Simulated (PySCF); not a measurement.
Electron correlation in Al (aluminium, neutral)

[Ne] 3s2 3p1, 2P determinant. Calculation: PySCF 2.14, in aug-cc-pCVTZ-DK (8s7p5d3f, 75 functions); scalar relativity by spin-free X2C-1e. Frozen: 1s2; 11 electrons correlated.

MP2 pair energies summed by pair of shells (mhartree):

```
 pair   energy  share (%)
2p-2p  -189.30       59.6
2s-2p   -60.62       19.1
3s-3s   -20.76        6.5
2p-3s   -16.11        5.1
3s-3p   -15.57        4.9
2s-2s    -9.63        3.0
2p-3p    -3.46        1.1
2s-3s    -1.66        0.5
2s-3p    -0.50        0.2
```

Total MP2 correlation energy: -317.61 mhartree.

Same-spin part -78.89 and opposite-spin part -238.72 mhartree; SCS-MP2 scales them by 1/3 and 6/5 to -312.76 mhartree.
